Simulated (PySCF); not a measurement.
PySCF input (BP86/6-31G* (5d)):

```python
from pyscf import gto, dft

mol = gto.M(
    atom='''
    C    -2.49609100   -0.61729000    0.18884500
    Si   -1.76885900    0.83931200    1.09036200
    O    -0.15598100    1.00121300    0.72770200
    Si    1.08601900    0.34896700   -0.05399400
    Cl    0.69347400    0.27085100   -2.06922700
    Cl    1.40881000   -1.57042200    0.60522300
    H    -3.55744100   -0.72029700    0.42712500
    H    -2.40075700   -0.49584400   -0.89167700
    H    -1.99331800   -1.54348600    0.47333300
    H    -1.87247400    0.67041900    2.55634000
    H    -2.42874900    2.10260900    0.69501600
    H     2.29807200    1.13743100    0.16410300
    ''',
    basis='6-31g*',
    charge=0,
    spin=0,
    verbose=4,
)

mf = dft.RKS(mol, xc='bp86')
mf.grids.level = 3
mf.conv_tol = 1e-9
mf.max_cycle = 100
mf.max_memory = 1500
mf.kernel()
if not mf.converged:
    mf = mf.newton()
    mf.kernel(mf.make_rdm1())
mf.dip_moment()
```

From the output:

```
[INPUT] 10 H     -1.872474000000   0.670419000000   2.556340000000 AA   -3.538463035369   1.266908298705   4.830782481271 Bohr   0.0
[INPUT] 11 H     -2.428749000000   2.102609000000   0.695016000000 AA   -4.589670435311   3.973355157046   1.313389892191 Bohr   0.0
[INPUT] 12 H      2.298072000000   1.137431000000   0.164103000000 AA    4.342726694531   2.149433075590   0.310109726220 Bohr   0.0

nuclear repulsion = 541.213287265129
number of shells = 56
number of NR pGTOs = 282
number of NR cGTOs = 112
basis = 6-31g*
ecp = {}

******** <class 'pyscf.dft.rks.RKS'> ********
method = RKS
initial guess = minao
damping factor = 0
level_shift factor = 0
DIIS = <class 'pyscf.scf.diis.CDIIS'>
diis_start_cycle = 1
diis_space = 8
diis_damp = 0
SCF conv_tol = 1e-09
SCF conv_tol_grad = None
SCF max_cycles = 100
direct_scf = True
direct_scf_tol = 1e-13
XC library pyscf.dft.libxc version 7.1.2
    S. Lehtola, C. Steigemann, M. J. T. Oliveira, and M. A. L. Marques,  SoftwareX 7, 1–5 (2018)
XC functionals = bp86
    A. D. Becke,  Phys. Rev. A 38, 3098 (1988)
    J. P. Perdew,  Phys. Rev. B 33, 8822 (1986)
    J. P. Perdew,  Phys. Rev. B 34, 7406–7406 (1986)
radial grids:
    Treutler-Ahlrichs [JCP 102, 346 (1995); DOI:10.1063/1.469408] (M4) radial grids

becke partition: Becke, JCP 88, 2547 (1988); DOI:10.1063/1.454033
pruning grids: <function nwchem_prune>
grids dens level: 3
symmetrized grids: False
atomic radii adjust function: <function treutler_atomic_radii_adjust>
small_rho_cutoff = 0
Set gradient conv threshold to 3.16228e-05
Initial guess from minao.
tot grids = 163168
init E= -1616.95064313102
  HOMO = -0.342525040486509  LUMO = -0.053693909343056  gap/eV = 7.85950
cycle= 1 E= -1616.38056047471  delta_E= 0.57  |g|= 0.934  |ddm|= 3.28
  HOMO = -0.150966812110798  LUMO = -0.0110911269028882  gap/eV = 3.80621
cycle= 2 E= -1615.73164524136  delta_E= 0.649  |g|= 1.98  |ddm|= 2.55
  HOMO = -0.266800319890743  LUMO = -0.0238995951897265  gap/eV = 6.60967
cycle= 3 E= -1616.54094486864  delta_E= -0.809  |g|= 0.309  |ddm|=    2
  HOMO = -0.277296146784601  LUMO = -0.0160291115328048  gap/eV = 7.10944
cycle= 4 E= -1616.56413072587  delta_E= -0.0232  |g|= 0.0895  |ddm|= 0.418
  HOMO = -0.279084545877757  LUMO = -0.0199546134465876  gap/eV = 7.05128
cycle= 5 E= -1616.56613679145  delta_E= -0.00201  |g|= 0.026  |ddm|= 0.119
  HOMO = -0.278347665937824  LUMO = -0.0181131238744561  gap/eV = 7.08134
cycle= 6 E= -1616.56633649927  delta_E= -0.0002  |g|= 0.00382  |ddm|= 0.0348
  HOMO = -0.278397275093793  LUMO = -0.0182241803132492  gap/eV = 7.07967
cycle= 7 E= -1616.56634063266  delta_E= -4.13e-06  |g|= 0.000771  |ddm|= 0.00587
  HOMO = -0.27842292213108  LUMO = -0.0181902348596852  gap/eV = 7.08129
cycle= 8 E= -1616.56634079691  delta_E= -1.64e-07  |g|= 0.000253  |ddm|= 0.00125
  HOMO = -0.278431588348564  LUMO = -0.0182047891616133  gap/eV = 7.08113
cycle= 9 E= -1616.56634077867  delta_E= 1.82e-08  |g|= 6.69e-05  |ddm|= 0.000358
  HOMO = -0.278434038950963  LUMO = -0.0182059991056542  gap/eV = 7.08117
cycle= 10 E= -1616.56634078003  delta_E= -1.36e-09  |g|= 1.48e-05  |ddm|= 0.000107
  HOMO = -0.278433843393102  LUMO = -0.0182056039623726  gap/eV = 7.08117
cycle= 11 E= -1616.56634078009  delta_E= -6.37e-11  |g|= 3.8e-06  |ddm|= 2.08e-05
  HOMO = -0.278433835056564  LUMO = -0.0182056945912126  gap/eV = 7.08117
Extra cycle  E= -1616.56634078009  delta_E= 9.09e-13  |g|= 4.08e-06  |ddm|= 8.09e-06
converged SCF energy = -1616.56634078009
Dipole moment(X, Y, Z, Debye): -1.27412,  0.40086,  0.59772
```

The geometry given is a B3LYP-D3(BJ)/def2-TZVP minimum.
